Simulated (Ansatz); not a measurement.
A single point on BrFGaHS, SMILES `[F][Ga]([SH])[Br]`.

```yaml
crystal:
  periodic: [false, false, false]
  atoms:
    - {symbol: F, position_ang: [-0.371496, -1.518518, 0.987798]}
    - {symbol: Ga, position_ang: [-0.463435, -0.156484, -0.098654]}
    - {symbol: S, position_ang: [1.270054, 1.140062, -0.274344]}
    - {symbol: Br, position_ang: [-2.395379, 0.131733, -1.229874]}
    - {symbol: H, position_ang: [1.960256, 0.403207, 0.615074]}
basis:
  gaussian: {orbitals: def2-TZVPP}
hamiltonian: {xc: pbe}
correlation: {method: rpa}
```

```sh
$ ansatz run in.yaml --threads 4 --pin off --events-out ev --progress --plain --max-ram 10444MiB
```

Output, abridged:

```
Functional definition: PBE
1173 factors; integrals over basis functions are off by at most 6.3e-4 eV
mean field evaluation 1: about -135968.3349 eV, gradient 5.6e1 eV
mean field evaluation 2: about -135968.3301 eV, gradient 5.6e1 eV
mean field evaluation 4: about -135971.2894 eV, gradient 2.8e1 eV
mean field evaluation 8: about -135972.6964 eV, gradient 3.0e-1 eV
mean field evaluation 16: about -135972.6961 eV, gradient 3.2e-4 eV
mean field -135972.69608322 eV, -4996.9044154546 hartree, gradient 4.6e-6 eV, S^2 0.000000; 0 other end points of the search recorded, 0 dependent functions left out
24 core orbitals not correlated: weight in the atoms' cores, before any rotation towards them, 1.000 or more for the frozen orbitals, at most 0.000 for the correlated occupied ones
reference -135876.07996172 eV, -4993.3538384781 hartree; 22, 22 occupied and 137, 137 virtual orbitals, 1173 factors
Total energy: -135913.95377440 eV, -4994.7456754225 hartree
```

Run time 3.1 s (4 threads of an Arm Neoverse V1 on a shared host); peak host memory 0.38 GiB.
